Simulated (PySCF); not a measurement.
Two-dimensional NMR puzzle

Compound of formula C8H13NSi. Correlations simulated from computed shifts and the bond graph:

HSQC (one-bond C–H):
```tsv
δH	δC
8.77	156.1
7.42	139.4
7.33	134.1
6.95	127.6
0.31	-1.7
```

COSY cross peaks (H two or three bonds apart, from the bond graph; peaks can be absent where the dihedral angle is near 90°):
```tsv
δH	δH
8.77	6.95
7.42	7.33
7.42	6.95
```

HMBC (two and three bonds, from the bond graph):
```tsv
δH	δC
8.77	176.8, 139.4, 127.6
7.42	176.8, 156.1, 134.1, 127.6
7.33	176.8, 139.4, 127.6
6.95	156.1, 139.4, 134.1
0.31	176.8, -1.7
```

Carbons without hydrogens: δ 176.8.

[PySCF: PBE0-D3(BJ)/def2-SVP structure; NMR shieldings at B3LYP/pcSseg-1/GIAO; no relativistic terms; one computed conformer; rapidly exchanging positions averaged; no solvent]

Scale: ¹H (σref 31.38), ¹³C (σref 179.24) vs TMS (reference shieldings calculated alike).

Exchangeable hydrogens are left out of these lists.

Question: Work out the connectivity.

Answer: `C[Si](C)(C)c1ccccn1`.

Atoms are numbered as in `[CH3:1][Si:2]([CH3:3])([CH3:4])[c:5]1[cH:6][cH:7][cH:8][cH:9][n:10]1`. Hydrogens are named by the atom that carries them.

- δC 176.8 is C5, a substituted aromatic carbon next to a ring nitrogen.
- δC 156.1 is C9, an aromatic CH next to a ring nitrogen (δH 8.77).
- δC 139.4 is C7, an aromatic CH (δH 7.42).
- δC 134.1 is C6, an aromatic CH (δH 7.33).
- δC 127.6 is C8, an aromatic CH (δH 6.95).
- δC -1.7 is C1/C3/C4, a methyl carbon bonded to Si (δH 0.31).
- HMBC from δH 8.77 reaches the proton-free carbon C5.
- HMBC from δH 7.42 reaches the proton-free carbon C5.
- HMBC from δH 7.33 reaches the proton-free carbon C5.
- HMBC from δH 0.31 reaches the proton-free carbon C5.
- COSY links 8.77–6.95, 7.42–7.33, 7.42–6.95.

The shifts were computed for this structure.

Shifts are as computed. Against solution values, carbons near 30 ppm lie about +2 ppm off and those near 130 ppm about +6 ppm. Of 1211 compounds with measured shifts, 218 miss one by over three times the rms of a fit or turn the order of signals round; such compounds aren't used in these exercises.
